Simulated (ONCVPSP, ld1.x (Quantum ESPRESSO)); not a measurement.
**Hardness and transferability of assorted potentials**

Generated with ld1.x 7.5 (TM, RRKJ, ultrasoft, PAW), atompaw 4.2 or ONCVPSP 4.0.1. The cutoff is in Ry: for ld1.x and atompaw files where the sum of valence levels is converged to 10 mRy in a Bessel basis, for ONCV files where the hardest occupied wave has 1 mHa per electron of residual kinetic energy. The error is the largest all-electron minus pseudo excitation energy over each file’s own four to seven test configurations (ionisations up to +4, promotions, holes and added fractions of an electron), all of which were solved. The labels leave out finer settings (local radius, basis sizes, second energies), which also bear on the numbers. Spin-polarised tests are not counted. The rows are a selection from randomly drawn settings: files with unsolved tests, undetermined cutoffs or missed reference levels are left out.

A true bound ghost makes a file unfit for plane-wave use even where its test errors are small: the radial tests pick states by their node count and pass the ghost by.

| element | potential | cutoff (Ry) | largest error (meV) | bound ghosts |
| --- | --- | --- | --- | --- |
| Li | PAW, LDA (PZ), scalar-relativistic, rc 2.95/4.25 (sp), local smoothed, core correction yes, reference 2s1 2p0 | 6 | -2.0 | none |
| S | RRKJ, BLYP, scalar-relativistic, rc 1.10/1.60/1.60 (spd), local s, core correction yes, reference 3s2 3p4 | 60 | +106 | none |
| Rb | ONCV, PBE, scalar-relativistic, rc 2.75/1.75/2.95 (spd), local smoothed, core correction yes, reference 4s2 4p6 5s1, qcut 3.3/5.4/3.2, projectors 2/2/3 | 22 | -307 | none |
| Au | ONCV, PBE, scalar-relativistic, rc 1.60/1.45/2.30/1.95 (spdf), local smoothed, core correction no, reference 5s2 5p6 5d10 6s1, qcut 6.1/8.1/6/5.2, projectors 2/2/1/2 | 51 | -20 | none |

Fill in the row for Zn: RRKJ, BP86, scalar-relativistic, rc 1.75/2.10 (sp), local s, core correction yes, reference 4s1.5 4p0.5.

cutoff 12 Ry, largest error -171 meV, bound ghosts: none.

Fill in the row for Br: ONCV, PBE, scalar-relativistic, rc 1.15/0.95/0.55 (spd), local smoothed, core correction yes, reference 3p6 3d10 4s2 4p5, qcut 6.6/11.9/15.9, projectors 2/2/2.

cutoff 1188 Ry, largest error -12 meV, bound ghosts: s.
